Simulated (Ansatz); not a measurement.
Relaxation of B3ClH4 (8 atoms, charge 0, multiplicity 1), to a largest force component of 0.015 eV/Å in at most 40 steps.

Computed with Ansatz 0.2.0, RKS PBE/def2-SVP.

```xyz
8
Properties=species:S:1:pos:R:3:forces:R:3
B -0.356 1.260 -0.531 -0.03 -0.62 -0.04
B -0.328 -0.373 -0.372 0.27 0.31 0.30
B 0.625 -0.953 0.830 -0.38 0.11 -0.47
Cl -1.251 -1.422 -1.404 -0.54 -0.61 -0.59
H -1.097 1.929 0.080 -0.82 0.65 0.64
H 0.414 1.840 -1.196 0.80 0.53 -0.71
H 1.758 -1.202 0.665 1.15 -0.25 -0.23
H 0.235 -1.078 1.928 -0.46 -0.13 1.09
```

Question: Where does it end, and by what steps?

Answer: The run converged. After 10 steps the energy has fallen by 0.181 eV; H8 moved furthest, 0.29 Å.

```tsv
step	energy less start (eV)	largest force component (eV/Å)	accepted
0	0.0000	1.146	yes
1	-0.1340	0.327	yes
2	-0.1438	0.507	yes
3	-0.1635	0.069	yes
4	-0.1656	0.235	yes
5	-0.1732	0.086	yes
6	-0.1781	0.047	yes
7	-0.1793	0.102	yes
8	-0.1807	0.070	yes
9	-0.1810	0.058	yes
10	-0.1812	0.009	yes
```

```xyz
8
Properties=species:S:1:pos:R:3
B -0.399 1.395 -0.592
B -0.187 -0.210 -0.209
B 0.690 -1.064 0.917
Cl -1.145 -1.299 -1.277
H -1.294 2.057 -0.096
H 0.302 1.951 -1.420
H 1.815 -1.468 0.676
H 0.218 -1.363 2.001
```

Whether the end is a true minimum wasn't checked by a vibrational analysis.

The run took 38 s on 1 thread of Arm Neoverse N1 (shared host), peak memory 0.15 GiB.
